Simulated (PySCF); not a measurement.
TeSe₂: from structure and modes to constants

Computed with PBE0 in PySCF with Te def2-TZVP with ECP28, Se def2-TZVP; scalar-relativistic core potentials, no spin–orbit coupling; density-fitted integrals.

The singlet minimum has C2v symmetry. Masses (u): Te 129.90622, Se 79.91652.

```xyz
3
charge 0 multiplicity 1, angstrom
Te    0.0000   -0.7130    0.0000
Se    0.0000    0.5796    1.9732
Se    0.0000    0.5796   -1.9732
```

Harmonic wavenumbers (cm⁻¹): 101.1 (a1, ×1), 300.1 (a1, ×1), 326.6 (b2, ×1).

**Question.** Find the principal moments of inertia and the rotational constants. What kind of rotor is it?

**Answer.** About the centre of mass I = 119.74, 622.34, 742.08 u Å². With B = 16.8576/I this gives 0.1408, 0.02709, 0.02272 cm⁻¹. The molecule is an asymmetric top with κ = -0.93.

**Question.** What is the harmonic zero-point energy?

**Answer.** Half the sum of all 3 wavenumbers, 728/2 = 364 cm⁻¹, which is 4.4 kJ/mol (1 cm⁻¹ = 0.0119627 kJ/mol).

**Question.** Find the vibrational entropy and heat capacity at 298.15 K.

**Answer.** With u = 1.43878 ω/T, each mode gives S = R[u/(eᵘ−1) − ln(1−e⁻ᵘ)] and C = R u² eᵘ/(eᵘ−1)².
| ω (cm⁻¹) | u | S (J/(mol K)) | C (J/(mol K)) |
| --- | --- | --- | --- |
| 101.1 | 0.488 | 14.37 | 8.15 |
| 300.1 | 1.448 | 5.92 | 7.00 |
| 326.6 | 1.576 | 5.34 | 6.79 |
The sums over all modes are S = 25.6 and C = 21.9 J/(mol K); the softest mode gives 56 % of the entropy.

**Question.** Give the standard entropy (298.15 K, 1 bar) by its translational, rotational, vibrational and spin parts, and Cp.

**Answer.** Sackur–Tetrode with M = 289.74 u gives 179.6; rotation with symmetry number 2 gives 116.9; vibration 25.6; spin R ln 1 = 0.0. The total is 322.1 J/(mol K), and Cp = 4 R + 21.9 = 55.2 J/(mol K).
